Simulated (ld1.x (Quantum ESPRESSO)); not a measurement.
What one change does to a pseudopotential (tungsten (W), TM)

ld1.x (Quantum ESPRESSO) 7.5 input, shortened:

```
&input
   title='W', zed=74., rel=1, dft='PBE', iswitch=3,
   config='[Xe] 4f14 5d4 6s1 6p1'
 /
 &inputp
   pseudotype=2, tm=.true., lloc=0,
   nlcc=.true., new_core_ps=.true., rcore=1.20
 /
3
6P  2  1   1.00   0.00  3.45  3.45  0.0
5D  3  2   4.00   0.00  1.95  1.95  0.0
6S  1  0   1.00   0.00  2.20  2.20  0.0
 &test
   configts(1)='5d4 6s1 6p1'
 /
```

Change: wave 6p (bound): rc 3.45 bohr becomes 6p (bound): rc 4.90 bohr.

Cutoffs: the cutoffs (Ry, on a coarse ladder) from which the occupation-weighted sum of valence levels, in a spherical-Bessel basis at the reference potential, stays within 10 and 1 mRy of its value at 400 Ry; they do not see the model core or the augmentation charge, which bear on the density cutoff. Errors are all-electron minus pseudo energies relative to the spin-unpolarised reference configuration.

**Question.** Predict the effect on cutoff, ghosts and configuration errors.

**Answer.** The potential gets neither clearly harder nor softer (30 Ry and 35 Ry → 30 Ry and 40 Ry); of the 7 tests that both files solve, the error grows in 5 and shrinks in 1 by more than 15 % and 0.3 meV (median size 22.8 → 11.9 meV); neither file shows a bound ghost.

```tsv
quantity	base	changed
cutoff, loose	30 Ry	30 Ry
cutoff, tight	35 Ry	40 Ry
bound ghosts	none	none
error for 5d4 6s2 6p0, meV [ΔE -4.50 eV]	-2.1	+7.1
error for 5d4 6s1 6p0, meV [ΔE 4.39 eV]	-7.2	-12
error for 5d4 6s0 6p0, meV [ΔE 20.07 eV]	-32	-58
error for 5d4 6s0 6p2, meV [ΔE 4.76 eV]	-6.0	+6.4
error for 5d2 6s0 6p0, meV [ΔE 82.66 eV]	-668	-800
error for 5d4.5 6s1.5 6p0, meV [ΔE -3.80 eV]	-23	-7.0
error for 5d3 6s2 6p0, meV [ΔE 4.33 eV]	-41	-64
```
